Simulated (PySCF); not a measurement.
Vibration and rotation of CdBi⁺

PBE constants of CdBi⁺, ³Σ⁻ (triplet), unpaired electrons π ↑↑ (PySCF, scalar-relativistic core potentials, basis sets Cd def2-SVP with ECP28, Bi def2-SVP with ECP60; masses 113.9034 and 208.9804 u):

* ωe: 122.4 cm⁻¹
* ωexe: 0.361 cm⁻¹
* Be: 0.0275 cm⁻¹
* αe: 0.000103 cm⁻¹
* D (centrifugal): 5.55e-09 cm⁻¹

Problem. Give the vibrational terms G(v) and spacings up to v = 6.

Solution. G(v) = ωe(v+½) − ωexe(v+½)².

| v | G(v) (cm⁻¹) | G(v) − G(v−1) | Bv (cm⁻¹) |
| --- | --- | --- | --- |
| 0 | 61.1 |  | 0.02745 |
| 1 | 182.8 | 121.7 | 0.02735 |
| 2 | 303.7 | 121.0 | 0.02724 |
| 3 | 424.0 | 120.2 | 0.02714 |
| 4 | 543.5 | 119.5 | 0.02704 |
| 5 | 662.3 | 118.8 | 0.02693 |
| 6 | 780.3 | 118.1 | 0.02683 |

These are scalar-relativistic numbers at best; spin–orbit coupling would shift them, the dissociation energy most. The state is the lowest determinant that a PBE0 search found; another state may lie lower at other levels.
